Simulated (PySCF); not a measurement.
# NMR problem set

PySCF 2.14 calculation with GIAO PBE0/pcSseg-1 shieldings and coordinates at the GFN2-xTB level; isolated molecule, no relativistic terms, one averaged value for each set of equivalent atoms, one computed conformer.

Shifts are taken against calculated references (same method and geometry level): TMS for $^{1}$H and $^{13}$C. Where no couplings were computed, multiplicities follow the n + 1 count of equivalent neighbours, and m marks all less simple cases (inequivalent or close neighbours, rings, F or P nearby). Shifts are as computed. Against solution values, carbons near 30 ppm lie about +3 ppm off and those near 130 ppm about +5 ppm. Of 1211 compounds with measured shifts, 218 miss one by over three times the rms of a fit or turn the order of signals round; such compounds aren't used in these exercises.

Question: C4H9NO2Si. $^{1}$H NMR (400 MHz, computed): δ 4.74 (s, 2H), 4.18 (t, 2H), 3.67 (s, 3H), 3.58 (t, 2H). $^{13}$C{$^{1}$H} NMR (computed): δ 126.4 (C), 76.4 (CH2), 65.8 (CH2), 59.0 (CH3). Identify the compound.

Answer: `N#C[SiH2]OCCOC`. The formula gives 2 degrees of unsaturation (no ring in the answer). 4 carbon signals for 4 carbons: no two carbons are equivalent. Carbon types of the structure: 1 × C, 2 × CH2, 1 × CH3, leaving 2 H on heteroatoms. δC 126.4: nitrile carbon; this is the usual window of a C≡N carbon, which has no attached hydrogen. δC 76.4, 65.8: sp3 CH2 bonded to O; pulled downfield by the heteroatom. δH 4.18, 3.58: hydrogen on an sp3 CH2 bonded to O; its carbon carries O, which withdraws density. δH 3.67: hydrogen on a methyl carbon bonded to O; its carbon carries O, which withdraws density.

The data come from this structure; uniqueness wasn't tested.

Question: C7H14N2. $^{1}$H NMR (400 MHz, computed): δ 6.37 (q, 1H), 6.34 (s, 1H), 1.70 (d, 3H), 1.14 (s, 9H). $^{13}$C{$^{1}$H} NMR (computed): δ 140.5 (CH), 127.9 (CH), 37.7 (C), 29.3 (CH3), 14.0 (CH3). Give a structure.

Answer: SMILES C/C=N\N=C\C(C)(C)C. Rings plus π bonds: 2 (no ring in the answer). 5 carbon signals for 7 carbons: some carbons are equivalent by symmetry or fast rotation. Carbon types of the structure: 1 × C, 2 × CH, 4 × CH3, which accounts for all hydrogens. δC 140.5, 127.9: C=N carbon. δC 37.7: quaternary sp3 carbon; aliphatic region, no heteroatom directly attached. δC 29.3, 14.0: methyl carbon; saturated and bonded to C and H only. δH 6.37, 6.34: hydrogen on a C=N carbon.

The data come from this structure; uniqueness wasn't tested.
